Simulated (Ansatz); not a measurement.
Reactions of `[F][Ge]([F])([SeH])[SeH]`.

Computed with Ansatz on PBE0-D4/def2-TZVP structures; ΔE is electronic, products minus reactants. CCSD(T)/CBS is the MP2 limit (def2-TZVPP, def2-QZVPP) plus CCSD(T) − MP2 in def2-TZVPP, frozen cores. This one scheme is used for every species, atoms too. For atomizations the MP2-based limit and the directly extrapolated one differ by several kJ/mol either way, and by 10 to 25 for some Ge, Se and Sn compounds, so smaller differences from it don't rank the levels. Open shells (•) are unrestricted, without spin–orbit coupling. Spin–orbit coupling would lower the free atoms: a little for F; clearly for Ge, Se. For Ge, Se outer-core shells are correlated without core-valence functions, so the limit isn't a true one: a few kJ/mol of doubt a bond, and 10 to 20 or more in all where bonds break to atoms. Scalar relativity is left out up to krypton. One conformer a species, not always the lowest.

Q: Order these by ΔE at CCSD(T)/CBS, lowest first. (An estimate is asked.)
A. `[F][Ge]([F])([SeH])[SeH]` + `OPO` → `OP(O)[SeH]` + `[F][GeH]([F])[SeH]`
B. `[F][Ge]([F])([SeH])[SeH]` + `OC(S)S` → `OC(S)(S)[SeH]` + `[F][GeH]([F])[SeH]`
C. `[F][Ge]([F])([SeH])[SeH]` + `CO[SiH2]F` → `C[O][Ge]([F])([F])[SeH]` + `F[SiH2][SeH]`
D. `[F][Ge]([F])([SeH])[SeH]` → `[F][Ge][F]` + `[SeH][SeH]`
E. `[F][Ge]([F])([SeH])[SeH]` + `C=CN=C` → `C=C/N=C\[SeH]` + `[F][GeH]([F])[SeH]`
F. `[F][Ge]([F])([SeH])[SeH]` + `NCBO` → `NCB(O)[SeH]` + `[F][GeH]([F])[SeH]`
G. `[F][Ge]([F])([SeH])[SeH]` → 2 F• + Ge• + 2 H• + 2 Se•
H. `[F][Ge]([F])([SeH])[SeH]` + H₂ → `[F][GeH]([F])[SeH]` + H₂Se

A: F (+19.4 kJ/mol), A (+35.6 kJ/mol), H (+44.8 kJ/mol), C (+62.6 kJ/mol), E (+89.3 kJ/mol), B (+117.1 kJ/mol), D (+154.0 kJ/mol), G (+2152.3 kJ/mol).

Largest T1 diagnostic: 0.015, for `[F][Ge][F]`.
